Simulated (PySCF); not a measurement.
Do core-level shifts follow atomic charges?

Species: C3H7FOSi.
Numbering: `[CH3:1][O:2][C@@H:3]1[SiH2:4][C@@H:5]1[F:6]`

Binding energies: PySCF, delta-SCF UKS SCAN, pcX-2 on the ionised atom, pcseg-1 elsewhere, spin-free X2C. Charges: PBE0/pcSseg-1 ground-state density, for the ionised atom.

```json
{"atom": "C3", "environment": "sp3 carbon bound to oxygen", "C 1s (eV)": "291.57", "Mulliken (e)": "-0.137", "IAO (e)": "-0.176", "Hirshfeld (e)": "-0.059", "ESP (e)": "-0.118"}
{"atom": "C1", "environment": "methoxy carbon", "C 1s (eV)": "291.99", "Mulliken (e)": "-0.039", "IAO (e)": "-0.198", "Hirshfeld (e)": "-0.043", "ESP (e)": "-0.054"}
{"atom": "C5", "environment": "sp3 C–F carbon", "C 1s (eV)": "292.22", "Mulliken (e)": "+0.004", "IAO (e)": "-0.092", "Hirshfeld (e)": "-0.042", "ESP (e)": "-0.118"}
```

Q: How well does each charge scheme correlate with the binding energies over these sites?

A: Mulliken: r = 1.00, slope 4.6 eV per e; IAO: r = 0.64, slope 3.8 eV per e; ESP: r = 0.16, slope 1.4 eV per e. Mulliken charges have the highest r, on only 3 points. The Hirshfeld charges vary by under 0.03 e and aren't fitted.

Q: The point-charge model writes a binding energy as kq + V + constant, with V the potential of the other atoms' charges at the site. What does it give with the ESP charges?

A: V = Σ 14.40 eV Å × q/r over all other atoms: +0.13 eV at C3, +0.41 eV at C1, +0.66 eV at C5. Fitting binding energy − V to q gives k = 1.3 eV per e and leaves an rms residual of 0.05 eV, against 0.27 eV for the fit on q alone. The model has no term for differences in relaxation between sites.

Isolated species at its PBE0-D3(BJ)/def2-SVP geometry (one conformer only).

Conformer computed: `[CH3:1][O:2][C@@H:3]1[SiH2:4][C@@H:5]1[F:6]`: C1–O2–C3–Si4 151°.
